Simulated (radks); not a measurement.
Results of a calculation; reference values are marked as such.
Polarisability of the bismuth ion Bi3+, [Hg], at imaginary frequency. Level of theory: scalar-relativistic Kohn-Sham, LDA (Slater exchange, VWN5 correlation), spin-unpolarised, spherical densities, finite nucleus; Fermi nuclear charge, rms radius 5.5211 fm (a radial shooting solver on a logarithmic mesh with Libxc functionals). Response by self-consistent Sternheimer equations with the Hartree and adiabatic LDA kernel, the relativistic mass of each level held fixed and spin-orbit coupling left out.

w (hartree)  alpha1(iw) (bohr^3)  alpha2(iw) (bohr^5)
0.00266                    9.387                25.40
0.0143                     9.383                25.39
0.0360                     9.358                25.36
0.0697                     9.281                25.28
0.118                      9.091                25.06
0.186                      8.700                24.59
0.280                      8.007                23.65
0.413                      6.971                21.93
0.605                      5.681                19.11
0.892                      4.335                15.14
1.35                       3.080                10.57
2.12                       1.963                6.370
3.59                       1.032                3.174
6.94                      0.4005                1.148
17.5                     0.09827               0.2221

Static values: alpha1 = 9.387 bohr^3 (1.391 angstrom^3; uncoupled 17.93), alpha2 = 25.40 bohr^5, alpha3 = 163.5 bohr^7. C6 = 57.56, C8 = 889.9, triple-dipole C9 = 361.4 atomic units. One-pole (London) frequency 4 C6 / (3 alpha1^2) = 0.871 hartree, against 1.487 for minus the highest occupied eigenvalue.
